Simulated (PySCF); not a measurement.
SMILES [SiH2]O[SiH3] (H₅OSi₂), doublet, B3LYP/def2-SVP optimised geometry.

```
8

Si     1.30    -0.64     0.13
O     -0.18     0.11     0.00
Si    -1.84     0.11     0.00
H      1.53    -1.53    -1.06
H      2.36     0.41     0.19
H     -2.31     1.53     0.00
H     -2.36    -0.58    -1.21
H     -2.36    -0.58     1.21
```

Density from unrestricted B3LYP/def2-TZVP (PySCF 2.14.0) at that geometry.

Minimum of the electron density along straight lines between bonded atoms, close to the bond critical point (lines longer than 1.1 times the sum of covalent radii, or with two minima, are not listed):

| bond | length / Å | ρ at the minimum / e bohr⁻³ | ∇²ρ there / e bohr⁻⁵ | position (fraction from the first atom) |
|---|---|---|---|---|
| Si1–O2 | 1.662 | 0.127 | 0.78 | 0.41 |
| O2–Si3 | 1.662 | 0.127 | 0.77 | 0.59 |
| Si1–H4 | 1.501 | 0.119 | 0.12 | 0.49 |
| Si1–H5 | 1.497 | 0.121 | 0.12 | 0.49 |
| Si3–H6 | 1.488 | 0.124 | 0.13 | 0.49 |
| Si3–H7 | 1.492 | 0.122 | 0.14 | 0.49 |
| Si3–H8 | 1.492 | 0.122 | 0.14 | 0.49 |
